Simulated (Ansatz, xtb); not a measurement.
Relative energy of two conformers of C2H4Br2

Structure I is `BrCCBr`, a singlet and structure II is `BrCCBr`, a singlet. Both are isolated molecules in the gas phase, relaxed with BLYP-D3(BJ)/def2-SVP.

I (Å):

```xyz
8

C    -0.2892   -1.1778   -1.1292
C    -0.4929    0.2486   -0.6525
Br   -1.7507   -2.4058   -0.5851
Br   -2.0161    1.1640   -1.5367
H    -0.2218   -1.2437   -2.2291
H     0.6313   -1.5932   -0.6763
H    -0.6869    0.3012    0.4330
H     0.4004    0.8539   -0.8988
```

II (Å):

```xyz
8

C    -1.6905   -2.6333    2.1293
C    -1.2110   -1.3897    1.4064
Br   -0.6636   -2.8321    3.8325
Br   -2.2382   -1.1906   -0.2965
H    -1.5088   -3.5541    1.5496
H    -2.7541   -2.5707    2.4153
H    -0.1475   -1.4524    1.1202
H    -1.3925   -0.4689    1.9862
```

Task: Estimate which is lower in electronic energy at CCSD(T)/def2-SVP + ΔMP2/def2-TZVPP, and by roughly how much.

Result: The CCSD(T)/def2-SVP + ΔMP2/def2-TZVPP calculation puts structure II lower, by 7.38 kJ/mol.

The same difference at several levels:

```
                             level              geometry  E(II) − E(I) (kJ/mol)  departure from the last row (kJ/mol)  job, with rough time for the two
              BLYP-D3(BJ)/def2-SVP  BLYP-D3(BJ)/def2-SVP                   −7.62                                 −0.24               optimisation, 7.8 s
                       HF/def2-SVP  BLYP-D3(BJ)/def2-SVP                   −9.10                                 −1.72           part of the CCSD(T) run
                      MP2/def2-SVP  BLYP-D3(BJ)/def2-SVP                   −6.28                                 +1.09           part of the CCSD(T) run
                  CCSD(T)/def2-SVP  BLYP-D3(BJ)/def2-SVP                   −6.85                                 +0.53                      single point
CCSD(T)/def2-SVP + ΔMP2/def2-TZVPP  BLYP-D3(BJ)/def2-SVP                   −7.38                                                      single point, 23 s
```

The levels shown agree on the order. The largest departure from CCSD(T)/def2-SVP + ΔMP2/def2-TZVPP is that of HF/def2-SVP, 1.72 kJ/mol. Levels run at GFN2-xTB geometries aren't shown. The last row adds to CCSD(T) the change of the MP2 difference between the two basis sets, here −0.53 kJ/mol.

With harmonic frequencies from BLYP-D3(BJ)/def2-SVP (ideal gas, rigid rotor, one conformer each, 298.15 K, 1 atm): on the last row, ΔE + ΔZPE = −7.18, ΔH = −6.62, ΔG = −7.21 kJ/mol.

The correlated steps freeze 20 core orbitals; the filled d shell of Br is correlated, in a basis made for valence electrons. Mirror images aren't counted in ΔG. Run with Ansatz 0.2.0; the last row on 2 threads of Intel(R) Xeon(R) 6975P-C (Granite Rapids) on a shared host.
